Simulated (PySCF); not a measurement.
Cl3Se (SMILES Cl[Se+](Cl)Cl), charge +1, singlet, geometry from GFN2-xTB; PySCF with TPSS/6-31G.

The PySCF input:
```python
from pyscf import gto, scf, dft

mol = gto.Mole()
mol.atom = '''
    Se   -0.171048    0.207352    0.487115
    Cl   -1.497105   -1.145492   -0.461723
    Cl    0.200067    1.623498   -1.044456
    Cl    1.639134   -0.892711    0.531949
'''
mol.basis = '6-31g'
mol.charge = 1
mol.spin = 0
mol.verbose = 4
mol.build()

mf = dft.RKS(mol)
mf.xc = 'tpss'
mf.kernel()
mf.analyze()
```

It wrote (shortened):

```
PySCF version 2.14.0

[INPUT] verbose = 4
[INPUT] num. atoms = 4
[INPUT] num. electrons = 84
[INPUT] charge = 1
[INPUT] spin (= nelec alpha-beta = 2S) = 0
[INPUT] symmetry False subgroup None
[INPUT] Mole.unit = angstrom
[INPUT] Symbol           X                Y                Z      unit          X                Y                Z       unit  Magmom
[INPUT]  1 Se    -0.171048000000   0.207352000000   0.487115000000 AA   -0.323233874155   0.391838491381   0.920513941168 Bohr   0.0
[INPUT]  2 Cl    -1.497105000000  -1.145492000000  -0.461723000000 AA   -2.829118429717  -2.164666157880  -0.872530015413 Bohr   0.0
[INPUT]  3 Cl     0.200067000000   1.623498000000  -1.044456000000 AA    0.378071836563   3.067966583779  -1.973735789159 Bohr   0.0
[INPUT]  4 Cl     1.639134000000  -0.892711000000   0.531949000000 AA    3.097514341463  -1.686979298387   1.005237922236 Bohr   0.0

nuclear repulsion = 572.138442845563
number of shells = 32
number of NR pGTOs = 228
number of NR cGTOs = 66
basis = 6-31g
ecp = {}

******** <class 'pyscf.dft.rks.RKS'> ********
method = RKS
initial guess = minao
damping factor = 0
level_shift factor = 0
DIIS = <class 'pyscf.scf.diis.CDIIS'>
diis_start_cycle = 1
diis_space = 8
diis_damp = 0
SCF conv_tol = 1e-09
SCF conv_tol_grad = None
SCF max_cycles = 50
direct_scf = True
direct_scf_tol = 1e-13
XC library pyscf.dft.libxc version 7.1.2
    S. Lehtola, C. Steigemann, M. J. T. Oliveira, and M. A. L. Marques,  SoftwareX 7, 1–5 (2018)
XC functionals = tpss
    J. Tao, J. P. Perdew, V. N. Staroverov, and G. E. Scuseria,  Phys. Rev. Lett. 91, 146401 (2003)
    J. P. Perdew, J. Tao, V. N. Staroverov, and G. E. Scuseria,  J. Chem. Phys. 120, 6898 (2004)
    J. Tao, J. P. Perdew, V. N. Staroverov, and G. E. Scuseria,  Phys. Rev. Lett. 91, 146401 (2003)
    J. P. Perdew, J. Tao, V. N. Staroverov, and G. E. Scuseria,  J. Chem. Phys. 120, 6898 (2004)
radial grids:
    Treutler-Ahlrichs [JCP 102, 346 (1995); DOI:10.1063/1.469408] (M4) radial grids

becke partition: Becke, JCP 88, 2547 (1988); DOI:10.1063/1.454033
pruning grids: <function nwchem_prune>
grids dens level: 3
symmetrized grids: False
atomic radii adjust function: <function treutler_atomic_radii_adjust>
small_rho_cutoff = 0
Set gradient conv threshold to 3.16228e-05
Initial guess from minao.
tot grids = 77064
init E= -3781.38607415985
  HOMO = -0.317302974129642  LUMO = -0.128899895729374  gap/eV = 5.12671
cycle= 1 E= -3781.1042504355  delta_E= 0.282  |g|= 0.619  |ddm|= 2.83
  HOMO = -0.515151100836038  LUMO = -0.441237982646422  gap/eV = 2.01128
cycle= 2 E= -3780.58534403275  delta_E= 0.519  |g|= 1.31  |ddm|= 3.56
  HOMO = -0.538637063131368  LUMO = -0.408244266335622  gap/eV = 3.54817
cycle= 3 E= -3781.28028855209  delta_E= -0.695  |g|= 0.0764  |ddm|= 2.37
  HOMO = -0.525632474746418  LUMO = -0.389936832972833  gap/eV = 3.69247
cycle= 4 E= -3781.28174336688  delta_E= -0.00145  |g|= 0.0145  |ddm|= 0.165
  HOMO = -0.526714301284795  LUMO = -0.391571972690314  gap/eV = 3.67741
cycle= 5 E= -3781.28180771765  delta_E= -6.44e-05  |g|= 0.00234  |ddm|= 0.0272
  HOMO = -0.526896410009422  LUMO = -0.391839276854721  gap/eV = 3.67509
cycle= 6 E= -3781.28180968179  delta_E= -1.96e-06  |g|= 0.000397  |ddm|= 0.00505
  HOMO = -0.526824592960554  LUMO = -0.39176987880252  gap/eV = 3.67503
cycle= 7 E= -3781.28180972396  delta_E= -4.22e-08  |g|= 4.43e-05  |ddm|= 0.000714
  HOMO = -0.526829442442818  LUMO = -0.39177248597386  gap/eV = 3.67509
cycle= 8 E= -3781.28180972265  delta_E= 1.31e-09  |g|= 7.04e-05  |ddm|= 0.000214
  HOMO = -0.526830079515773  LUMO = -0.391772796816273  gap/eV = 3.67510
cycle= 9 E= -3781.2818097247  delta_E= -2.05e-09  |g|= 4.11e-06  |ddm|= 0.000139
  HOMO = -0.526829966201579  LUMO = -0.391772567060039  gap/eV = 3.67510
cycle= 10 E= -3781.2818097247  delta_E= -3.64e-12  |g|= 6.65e-07  |ddm|= 6.61e-06
  HOMO = -0.52682995818231  LUMO = -0.391772477637807  gap/eV = 3.67510
Extra cycle  E= -3781.2818097247  delta_E= 3.64e-12  |g|= 1.57e-06  |ddm|= 3.67e-06
converged SCF energy = -3781.2818097247
**** SCF Summaries ****
Total Energy =                       -3781.281809724695449
Nuclear Repulsion Energy =             572.138442845562963
One-electron Energy =                -6366.776420396926369
Two-electron Energy =                 2013.356167826668297
Two-electron Coulomb Energy =         2185.086897536276865
DFT Exchange-Correlation Energy =     -171.730729709608568
HOMO-LUMO gap [eV] =                     3.675101237985125
**** MO energy ****
MO #1   energy= -453.118853132641  occ= 2
MO #2   energy= -101.257347799202  occ= 2
MO #3   energy= -101.257344157227  occ= 2
MO #4   energy= -101.257343189989  occ= 2
MO #5   energy= -57.9037222279892  occ= 2
MO #6   energy= -51.9773981850847  occ= 2
MO #7   energy= -51.9773981167956  occ= 2
MO #8   energy= -51.975281757268   occ= 2
MO #9   energy= -9.51466588989323  occ= 2
MO #10  energy= -9.51466328647804  occ= 2
MO #11  energy= -9.51466010850382  occ= 2
MO #12  energy= -7.99143166426215  occ= 2
MO #13  energy= -7.29831778392064  occ= 2
MO #14  energy= -7.29831625137916  occ= 2
MO #15  energy= -7.29830938419581  occ= 2
MO #16  energy= -7.28225189326682  occ= 2
MO #17  energy= -7.28223502894665  occ= 2
MO #18  energy= -7.28223044370302  occ= 2
MO #19  energy= -7.28199099031501  occ= 2
MO #20  energy= -7.28198935018114  occ= 2
MO #21  energy= -7.28197496051231  occ= 2
MO #22  energy= -5.94993513709021  occ= 2
MO #23  energy= -5.94993404504229  occ= 2
MO #24  energy= -5.94154914424801  occ= 2
MO #25  energy= -2.33249908363847  occ= 2
MO #26  energy= -2.33248699651248  occ= 2
MO #27  energy= -2.32619922765984  occ= 2
MO #28  energy= -2.32618797991396  occ= 2
MO #29  energy= -2.32365139378678  occ= 2
MO #30  energy= -1.16093061602395  occ= 2
MO #31  energy= -1.04796077829832  occ= 2
MO #32  energy= -1.04796003789369  occ= 2
MO #33  energy= -0.887382377866983 occ= 2
MO #34  energy= -0.689968602924396 occ= 2
MO #35  energy= -0.689967499853591 occ= 2
MO #36  energy= -0.652306107244732 occ= 2
MO #37  energy= -0.55914980641091  occ= 2
MO #38  energy= -0.559145143149638 occ= 2
MO #39  energy= -0.539601708845563 occ= 2
MO #40  energy= -0.539600307177387 occ= 2
MO #41  energy= -0.530493624783846 occ= 2
MO #42  energy= -0.52682995818231  occ= 2
MO #43  energy= -0.391772477637807 occ= 0
MO #44  energy= -0.366379791010141 occ= 0
MO #45  energy= -0.366378652268418 occ= 0
MO #46  energy= -0.0235106647019494 occ= 0
MO #47  energy= 0.00229597033022053 occ= 0
MO #48  energy= 0.00230531035896213 occ= 0
MO #49  energy= 0.0311904979101563 occ= 0
MO #50  energy= 0.174470701690551  occ= 0
 ** Mulliken pop on meta-lowdin orthogonal AOs  **
 ** Mulliken pop  **
 ** Mulliken atomic charges  **
charge of    0Se =      0.88321
charge of    1Cl =      0.03893
charge of    2Cl =      0.03893
charge of    3Cl =      0.03892

WARN: System has nonzero charge 1; the dipole moment is origin-dependent.
Location of origin: [0. 0. 0.]

Dipole moment(X, Y, Z, Debye): -0.36417,  0.44128,  1.03664
```
